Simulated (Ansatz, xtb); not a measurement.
# Two isomers of C4H11GaSi

We compare a, `C=C[CH2][GaH][CH2][SiH3]`, a singlet, with b, `C=C[CH2][Ga]([CH3])[SiH3]`, a singlet. Both are isolated molecules in the gas phase, relaxed with r2SCAN-D4/def2-SVP; each stands in its lowest conformer found.

a (Å):

```yaml
atoms:
  - { symbol: C, position_ang: [0.9464, 0.8316, 1.2802] }
  - { symbol: C, position_ang: [-0.1819, 1.1883, 0.6442] }
  - { symbol: C, position_ang: [-1.5079, 0.5277, 0.7654] }
  - { symbol: C, position_ang: [-0.2962, -0.9904, -1.9610] }
  - { symbol: Ga, position_ang: [-1.8063, -0.7586, -0.7257] }
  - { symbol: Si, position_ang: [0.8894, -2.1319, -1.0388] }
  - { symbol: H, position_ang: [1.8917, 1.3498, 1.0965] }
  - { symbol: H, position_ang: [0.9577, 0.0134, 2.0098] }
  - { symbol: H, position_ang: [-0.1239, 2.0172, -0.0771] }
  - { symbol: H, position_ang: [-1.5946, -0.0590, 1.6983] }
  - { symbol: H, position_ang: [-2.3403, 1.2535, 0.7652] }
  - { symbol: H, position_ang: [-3.1041, -1.6365, -0.8023] }
  - { symbol: H, position_ang: [-0.5781, -1.4276, -2.9309] }
  - { symbol: H, position_ang: [0.1998, -0.0200, -2.1272] }
  - { symbol: H, position_ang: [0.9540, -3.4749, -1.6932] }
  - { symbol: H, position_ang: [2.2700, -1.5754, -0.9215] }
  - { symbol: H, position_ang: [0.3900, -2.3782, 0.3608] }
```

b (Å):

| atom | x (Å) | y (Å) | z (Å) |
| --- | --- | --- | --- |
| C | -1.6481 | 0.6211 | 1.5300 |
| C | -0.3625 | 0.9867 | 1.4004 |
| C | 0.2990 | 1.4586 | 0.1557 |
| C | 2.6167 | 0.4287 | -2.1439 |
| Ga | 1.2213 | -0.0183 | -0.8264 |
| Si | 0.4793 | -2.2501 | -0.2796 |
| H | -2.3513 | 0.6942 | 0.6918 |
| H | -2.0383 | 0.2359 | 2.4760 |
| H | 0.2911 | 0.8845 | 2.2795 |
| H | -0.4393 | 1.8476 | -0.5728 |
| H | 1.0265 | 2.2680 | 0.3410 |
| H | 2.6342 | -0.2737 | -2.9913 |
| H | 2.5164 | 1.4564 | -2.5263 |
| H | 3.6001 | 0.3565 | -1.6452 |
| H | 0.7624 | -2.5585 | 1.1600 |
| H | 1.1323 | -3.3191 | -1.1019 |
| H | -1.0012 | -2.3780 | -0.4745 |

**Question.** Which of the two would you expect CCSD(T)/def2-SVP + ΔMP2/def2-TZVPP electronic energies to favour?

**Answer.** Structure b; the calculation gives E(b) − E(a) = −0.094 eV.

Level by level:

```
                             level            geometry  E(b) − E(a) (eV)  departure from the last row (eV)  job, with rough time for the two
                r2SCAN-D4/def2-SVP  r2SCAN-D4/def2-SVP              −0.145                            −0.052              optimisation, 10 min
                       HF/def2-SVP  r2SCAN-D4/def2-SVP              −0.142                            −0.048           part of the CCSD(T) run
                      MP2/def2-SVP  r2SCAN-D4/def2-SVP              −0.073                            +0.021           part of the CCSD(T) run
                  CCSD(T)/def2-SVP  r2SCAN-D4/def2-SVP              −0.129                            −0.035                      single point
CCSD(T)/def2-SVP + ΔMP2/def2-TZVPP  r2SCAN-D4/def2-SVP              −0.094                                               single point, 6.3 min
```

As drawn, b has 1 Ga–Si, 1 C–H in place of 1 C–Si, 1 Ga–H.

None of the levels shown reverses the order. The largest departure from CCSD(T)/def2-SVP + ΔMP2/def2-TZVPP is that of r2SCAN-D4/def2-SVP, 0.052 eV. A small imaginary or near-zero mode remains, so no thermal terms are given. Levels run at GFN2-xTB geometries aren't shown. The last row adds to CCSD(T) the change of the MP2 difference between the two basis sets, here +0.035 eV.

The correlated steps freeze 18 core orbitals; the filled d shell of Ga is correlated, in a basis made for valence electrons. Codes used: Ansatz 0.2.0, xtb 6.7.1; the last row on 2 threads of Intel(R) Xeon(R) Processor @ 2.50GHz (Skylake/Cascade Lake) on a shared host.
